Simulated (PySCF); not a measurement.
Species: C6H8OSi.
Numbering: `[CH2:1]=[C:2]1[CH:3]=[C:4]([O:5][SiH3:6])[C:7]1=[CH2:8]`

Geometry (GFN2-xTB, Å), atoms numbered from 1 in this order:
```
atom  x, y, z in Å
C1    -2.611   -1.306   -0.226
C2    -1.427   -0.726   -0.124
C3    -0.028   -1.159    0.006
C4     0.422    0.121    0.036
O5     1.598    0.720    0.139
Si6    3.120    0.140    0.283
C7    -0.938    0.688   -0.092
C8    -1.477    1.892   -0.152
H9    -2.718   -2.377   -0.227
H10   -3.512   -0.725   -0.312
H11    0.446   -2.120    0.056
H12    3.239   -0.665    1.499
H13    3.836    1.403    0.339
H14    3.457   -0.684   -0.879
H15   -0.873    2.783   -0.105
H16   -2.541    2.023   -0.250
```

Probes without a nucleus sit at each ring's centroid and 1 Å off its mean plane on both sides; NICS is minus the shielding there, NICSzz its component along the normal. Level: GIAO PBE0/pcSseg-1 (PySCF, non-relativistic, gas phase) on the GFN2-xTB geometry, one conformer.

Ring bond lengths (Å), with Mayer bond orders in brackets: C2–C3 1.470 (1.03), C3–C4 1.357 (1.61), C4–C7 1.479 (1.06), C7–C2 1.497 (0.96).

Problem. What do the NICS probes read (ppm)?

Solution. 
| ring | type | NICS(0) | NICS(1), two faces | NICS(1)zz, two faces | rms pucker (Å) | centre to ring atoms, mean (Å) |
| --- | --- | --- | --- | --- | --- | --- |
| C2–C3–C4–C7 | 4-membered carbocycle; formal bonds 1 double, 3 single | -0.2 | -3.1 / -3.1 | 2.0 / 2.0 | 0.00 | 1.03 |

Problem. What can be read from them?

Solution. 
- C2–C3–C4–C7: mean NICS(1)zz 2.0 ppm, near zero.

Problem. And the bond-length index? HOMA = 1 − mean of α(R − Ropt)² over the ring bonds, with Krygowski's 1993 parameters (CC: Ropt 1.388 Å, α 257.7 Å⁻²).

Solution. 
- C2–C3–C4–C7: HOMA -0.79 = 1 − EN − GEO, with mean bond length 1.451 Å, EN = α(Ropt − mean)² = 1.010 and GEO = α × variance = 0.780.

Problem. How shielded are the nuclei of the rings and their hydrogens (means over atoms taken as equivalent)?

Solution. 
```json
{"atoms": "C2", "environment": "fully substituted alkene carbon", "σ isotropic (ppm)": "37.9", "principal values of the symmetric part, first atom (ppm)": "-75.0, 37.5, 151.2"}
{"atoms": "C3", "environment": "alkene CH carbon", "σ isotropic (ppm)": "59.8", "principal values of the symmetric part, first atom (ppm)": "-9.4, 55.1, 133.7"}
{"atoms": "C4", "environment": "vinylic carbon bearing oxygen", "σ isotropic (ppm)": "15.8", "principal values of the symmetric part, first atom (ppm)": "-81.5, 29.0, 99.9"}
{"atoms": "C7", "environment": "fully substituted alkene carbon", "σ isotropic (ppm)": "30.7", "principal values of the symmetric part, first atom (ppm)": "-71.3, 45.9, 117.7"}
{"atoms": "H11", "environment": "vinylic hydrogen", "σ isotropic (ppm)": "25.63", "principal values of the symmetric part, first atom (ppm)": "24.2, 24.4, 28.2"}
```

Hardware: Arm Neoverse V1, one thread, shared host with 64 logical CPUs at a one-minute load of 19. Cost: 31 s wall (with the writing of density and orbital grids), 0.96 GiB resident at most. This is the whole shielding run at PBE0/pcSseg-1, SCF included.
